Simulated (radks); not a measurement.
The samarium ion Sm2+, 60 electrons, occupied as [Xe] 4f6.

All-electron calculation, scalar-relativistic Kohn-Sham, LDA (Slater exchange, VWN5 correlation), spin-polarised, spherical densities, point nucleus; open shells are filled with parallel spins first (spin-orbit coupling, left out, can overturn this in heavy ions); hard spherical wall at 4 bohr. Program: a radial shooting solver on a logarithmic mesh with Libxc functionals.

Energy parts (eV):
total: -283530.06
kinetic: 303039.37
electron-nucleus: -689777.22
Hartree: 109414.58
exchange-correlation: -6206.79

Orbitals (lengths in bohr, moments of r in powers of bohr; r(max) is where P^2 peaks):
orbital  occ.  eigenvalue (eV)   <1/r>      <r^4>   r(max)
1s up       1        -46645.99   68.77  1.320e-06  0.01450
1s down     1        -46645.99   68.77  1.320e-06  0.01450
2s up       1        -7632.630   15.92  0.0002125  0.08222
2s down     1        -7632.566   15.92  0.0002125  0.08222
2p up       3        -6812.787   14.95  0.0001574  0.06636
2p down     3        -6812.743   14.95  0.0001574  0.06636
3s up       1        -1681.024   5.819   0.008374   0.2339
3s down     1        -1679.091   5.824   0.008350   0.2338
3p up       3        -1424.729   5.488   0.008753   0.2292
3p down     3        -1422.813   5.493   0.008722   0.2291
3d up       5        -1076.783   5.211   0.007062   0.1876
3d down     5        -1075.282   5.215   0.007025   0.1875
4s up       1        -344.3905   2.447     0.2098   0.5396
4s down     1        -339.7901   2.448     0.2098   0.5394
4p up       3        -260.1554   2.252     0.2758   0.5632
4p down     3        -255.5708   2.251     0.2763   0.5629
4d up       5        -141.9710   1.974     0.4490   0.5878
4d down     5        -137.4412   1.972     0.4538   0.5874
4f up       6         -15.9373   1.384      3.467   0.6139
4f down     0         -12.0357   1.344      4.354   0.6171
5s up       1         -56.7800  0.9456      7.084    1.257
5s down     1         -54.1884  0.9301      7.504    1.268
5p up       3         -36.4012  0.8045      12.43    1.426
5p down     3         -34.3953  0.7874      13.26    1.447
5d up       0         -11.2569  0.6058      28.39    1.905
5d down     0         -10.0933  0.5932      29.72    1.949
6s up       0          -4.6347  0.5429      53.49    2.658
6s down     0          -3.7112  0.5441      54.11    2.678
6p up       0           5.3820  0.5597      58.31    2.828
6p down     0           6.3986  0.5628      58.57    2.845

The highest occupied level is 4f up at -15.937 eV. Summed over all electrons, <r^2> = 39.35 bohr^2, which gives a Langevin (diamagnetic) susceptibility term of -31.2 x 10^-6 cm^3/mol. The pressure on the wall is 21.2 GPa. Spin moment in Bohr magnetons: 6. The density falls to 0.001 e/bohr^3 at r = 3.36 bohr.
